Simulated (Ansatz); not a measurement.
A run for Ansatz (a quantum-chemistry and plane-wave program): R-B97M-V/def2-TZVPP on SiH4 (SMILES [SiH4]).

Ansatz 0.2 input:
```yaml
crystal:
  periodic: [false, false, false]
  atoms:
    - {symbol: Si, position_ang: [0.00000000, -0.00000000, -0.00000000]}
    - {symbol: H, position_ang: [0.85467615, 0.85467615, 0.85467615]}
    - {symbol: H, position_ang: [-0.85467615, -0.85467615, 0.85467615]}
    - {symbol: H, position_ang: [-0.85467615, 0.85467615, -0.85467615]}
    - {symbol: H, position_ang: [0.85467615, -0.85467615, -0.85467615]}
basis:
  gaussian:
    orbitals: def2-TZVPP
hamiltonian:
  xc: {name: B97M-V}
scf: {lower_state_search: off}
```

Output:

```
WARN ansatz: RAYON_NUM_THREADS=4 ignored (pool sized by the plan → 4); use --threads N
Functional definition: B97M-V
these checks for a lower state are left out or cut short: stability, starts, cluster_reference, orbital_swaps, neighbouring_geometries, increment
integrals: 0.02 GiB planned
524 factors; their error is unknown
mean field: 0.28 GiB planned
mean field evaluation 1: about -7940.0439 eV, gradient 1.1e1 eV
mean field evaluation 2: about -7940.4725 eV, gradient 6.1e0 eV
mean field evaluation 4: about -7940.6009 eV, gradient 1.4e-1 eV
mean field evaluation 8: about -7940.5868 eV, gradient 1.2e-1 eV
mean field evaluation 16: about -7940.5868 eV, gradient 6.1e-6 eV
mean field -7940.58683404 eV, -291.8111838280 hartree, gradient 6.1e-6 eV, S^2 0.000000; 0 other end points of the search recorded, 0 dependent functions left out
reference -7940.58688646 eV, -291.8111857543 hartree; 9, 9 occupied and 89, 89 virtual orbitals, 524 factors
Total energy: -7940.58688646 eV, -291.8111857543 hartree
Checks for a lower state left out: stability, starts, cluster_reference, orbital_swaps, neighbouring_geometries, increment
```

The run converged.

Cost: very roughly 1.4 core-seconds.
